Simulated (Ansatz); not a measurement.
Reactions of CH3FMg, SMILES `[CH3][Mg][F]`.

Computed with Ansatz on PBE0-D4/def2-TZVP structures; ΔE is electronic, products minus reactants. CCSD(T)/CBS adds triple-zeta CCSD(T) − MP2 to the extrapolated MP2 energy (def2 sets, frozen cores). This one scheme is used for every species, atoms too. DFT in def2-TZVPP. Open shells (•) are unrestricted, without spin–orbit coupling. Spin–orbit coupling would lower the free atoms: a little for C, F. For Mg outer-core shells are correlated without core-valence functions, so the limit isn't a true one: a few kJ/mol of doubt a bond, and 10 to 20 or more in all where bonds break to atoms. Each species was taken in one conformer, which may not be the lowest.

```json
{"reaction": "`[CH3][Mg][F]` → F• + `[CH3][Mg]`•", "B2PLYP (kJ/mol)": "594", "r2SCAN-D4 (kJ/mol)": "586", "MP2/CBS(def2) (kJ/mol)": "654", "ωB97X-V (kJ/mol)": "600", "CCSD(T)/CBS(def2) (kJ/mol)": "622"}
{"reaction": "`[CH3][Mg][F]` + H₂S → `[F][Mg][SH]` + CH₄", "B2PLYP (kJ/mol)": "-146", "r2SCAN-D4 (kJ/mol)": "-151", "MP2/CBS(def2) (kJ/mol)": "-147", "ωB97X-V (kJ/mol)": "-146", "CCSD(T)/CBS(def2) (kJ/mol)": "-144"}
{"reaction": "`[CH3][Mg][F]` + H₂ → `[F][MgH]` + CH₄", "B2PLYP (kJ/mol)": "-39", "r2SCAN-D4 (kJ/mol)": "-37", "MP2/CBS(def2) (kJ/mol)": "-26", "ωB97X-V (kJ/mol)": "-43", "CCSD(T)/CBS(def2) (kJ/mol)": "-33"}
{"reaction": "`[CH3][Mg][F]` → C• + F• + 3 H• + Mg (atom)", "B2PLYP (kJ/mol)": "1981", "r2SCAN-D4 (kJ/mol)": "2012", "MP2/CBS(def2) (kJ/mol)": "2066", "ωB97X-V (kJ/mol)": "1999", "CCSD(T)/CBS(def2) (kJ/mol)": "2019"}
{"reaction": "`[CH3][Mg][F]` → `[CH2]` (triplet) + `[F][MgH]`", "B2PLYP (kJ/mol)": "460", "r2SCAN-D4 (kJ/mol)": "444", "MP2/CBS(def2) (kJ/mol)": "486", "ωB97X-V (kJ/mol)": "471", "CCSD(T)/CBS(def2) (kJ/mol)": "470"}
{"reaction": "`[CH3][Mg][F]` + dimethylamine → `C[N](C)[Mg][F]` + CH₄", "B2PLYP (kJ/mol)": "-57", "r2SCAN-D4 (kJ/mol)": "-58", "MP2/CBS(def2) (kJ/mol)": "-61", "ωB97X-V (kJ/mol)": "-54", "CCSD(T)/CBS(def2) (kJ/mol)": "-57"}
{"reaction": "`[CH3][Mg][F]` + `CNN` → `CN(C)N` + `[F][MgH]`", "B2PLYP (kJ/mol)": "45", "r2SCAN-D4 (kJ/mol)": "40", "MP2/CBS(def2) (kJ/mol)": "48", "ωB97X-V (kJ/mol)": "35", "CCSD(T)/CBS(def2) (kJ/mol)": "45"}
```

Largest T1 diagnostic: 0.011, for `[CH3][Mg]`•.
